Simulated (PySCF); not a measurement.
## Worked example: oscillator strength and radiative lifetime

ClFH₅NSi₂, SMILES [SiH2]([Si@@H](N)Cl)F.

Geometry: r2SCAN-D4/def2-SVP. The structure was generated by enumeration; whether it is a known compound was not checked. The values are those of a single conformer.

TDA-PBE/def2-SVPD (PySCF) puts the first singlet state with f over 0.02 at 5.47 eV (vertical), with the transition dipole (-0.270, -0.328, -0.163) in atomic units.

Q: Find the oscillator strength, the wavelength and the radiative lifetime that this transition would have in vacuum if emission retraced absorption.

A: 
|μ|² = 0.2071 au, so |μ| = 1.16 D. ΔE = 5.47/27.211 = 0.2010 hartree. f = (2/3) ΔE |μ|² = 0.028 (the program prints 0.028).
λ = 1239.84/5.47 = 227 nm; ν = 44119 cm⁻¹.
Einstein's coefficient A = 0.6670 ν² f s⁻¹ (ν in cm⁻¹) = 3.6e7 s⁻¹, so τ = 1/A = 28 ns. This state is S1. The figure is the radiative limit of this one transition; relaxation, internal conversion, crossing to triplets and a medium change what is measured.
